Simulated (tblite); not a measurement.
GeH6N2P (doublet state).
SMILES with atom numbers: `[NH2:1][Ge:2]([NH2:3])[PH2:4]` (hydrogens: H5, H6 on N1; H7, H8 on N3; H9, H10 on P4)

Computed with GFN2-xTB (tblite), gas phase: L-BFGS steps from a force-field or distance-geometry start until the largest atomic force falls under 0.01 eV/Å.

Step 18: E = -362.8342 eV
```
atom  x, y, z in Å  |  force x, y, z in eV/Å
N1     -0.6309    1.5697   -0.0095   -0.007  -0.152   0.011
Ge2    -0.0746    0.0399   -1.0110    0.008   0.038   0.126
N3     -0.9406   -1.2760   -0.0065   -0.040   0.032  -0.101
P4      2.1117   -0.6559   -0.1044    0.075   0.150  -0.118
H5     -1.4758    2.0036   -0.3639    0.143   0.080  -0.012
H6     -0.8286    1.3076    0.9517   -0.045  -0.005  -0.032
H7     -1.9168   -1.1659    0.2264   -0.023  -0.046   0.020
H8     -0.7807   -2.2350   -0.2750   -0.009  -0.054   0.057
H9      1.7884   -0.0861    1.1208    0.018   0.075  -0.052
H10     2.7567    0.5028   -0.5509   -0.119  -0.118   0.100
```

Step 19: E = -362.8419 eV
```
atom  x, y, z in Å  |  force x, y, z in eV/Å
N1     -0.6155    1.5534    0.0033   -0.118  -0.096   0.041
Ge2    -0.0842    0.0239   -1.0023    0.069   0.071   0.098
N3     -0.9427   -1.2882    0.0124    0.022   0.133  -0.131
P4      2.1104   -0.6480   -0.1100    0.113   0.213  -0.107
H5     -1.4334    2.0212   -0.3731    0.185   0.083  -0.009
H6     -0.8555    1.3019    0.9586   -0.005  -0.028  -0.066
H7     -1.9228   -1.1656    0.2152   -0.077  -0.111   0.051
H8     -0.7804   -2.2380   -0.2803   -0.057  -0.143   0.078
H9      1.7799   -0.0721    1.1112    0.024   0.055  -0.061
H10     2.7529    0.5162   -0.5575   -0.156  -0.177   0.106
```

Problem. Estimate the geometry and energy of step 20. (The exact step hangs on the optimiser's Hessian estimate; all steps are aligned on step 19, rigid shifts and turns removed.)

Solution. E = -362.8509 eV, largest force 0.301 eV/Å
```
atom  x, y, z in Å  |  force x, y, z in eV/Å
N1     -0.5982    1.5299    0.0193   -0.281   0.029   0.105
Ge2    -0.0943    0.0059   -0.9889    0.136   0.085   0.019
N3     -0.9447   -1.3017    0.0350   -0.015   0.115  -0.162
P4      2.1115   -0.6374   -0.1191    0.101   0.206  -0.034
H5     -1.3756    2.0460   -0.3843    0.265   0.052   0.023
H6     -0.8906    1.2939    0.9658    0.041  -0.043  -0.136
H7     -1.9314   -1.1682    0.2019   -0.037  -0.171   0.068
H8     -0.7818   -2.2434   -0.2857   -0.105  -0.139   0.126
H9      1.7703   -0.0513    1.0951    0.030   0.012  -0.061
H10     2.7435    0.5309   -0.5616   -0.135  -0.147   0.054
```

The energy changes by -0.0090 eV. The first-order estimate −F·Δx gives -0.0126 eV and the mean of the old and new forces, exact on a quadratic surface, -0.0088 eV. The step makes an angle of 77° with the force vector and moves no atom by more than 0.064 Å.

What follows is the cost of the whole relaxation. Hardware: one thread of an Arm Neoverse V1 (shared host). Cost: 0.4 s.
